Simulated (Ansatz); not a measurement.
`NCC[CH2][AlH2]` and `NCC[SiH2]N` differ in one atom or group.

Ansatz, PBE0-D4/def2-TZVP geometries, multiplicity 1. Each molecule was computed in one conformer, which needn't be the lowest.

```
                                      property  `NCC[CH2][AlH2]`
             HOMO energy (PBE/def2-TZVPP) / eV             -5.86
             LUMO energy (PBE/def2-TZVPP) / eV             -1.76
size of the dipole moment (PBE/def2-TZVPP) / D              1.12
           HOMO energy (B3LYP/def2-TZVPP) / eV             -7.03
           HOMO–LUMO gap (PBE/def2-TZVPP) / eV              4.09
          HOMO–LUMO gap (PBE0/def2-TZVPP) / eV              6.26
```

Problem. Give the same properties after the change, and the shifts. (Best estimate.)

Solution. Ansatz gave: 
```csv
property,`NCC[SiH2]N`,shift
HOMO energy (PBE/def2-TZVPP) / eV,-5.29,0.57
LUMO energy (PBE/def2-TZVPP) / eV,-0.23,1.53
size of the dipole moment (PBE/def2-TZVPP) / D,2.48,1.36
HOMO energy (B3LYP/def2-TZVPP) / eV,-6.55,0.48
HOMO–LUMO gap (PBE/def2-TZVPP) / eV,5.06,0.97
HOMO–LUMO gap (PBE0/def2-TZVPP) / eV,7.37,1.11
```

With PBE0 the HOMO rises by 0.48 eV and the LUMO rises by 1.59 eV, so the gap widens by about 1.11 eV. PBE moves the HOMO by 0.57 eV and ωB97M-V by 0.43 eV. Dipoles are sizes alone; their direction can turn.

B3LYP here is the variant with VWN-RPA as its local correlation; programs differ in this.
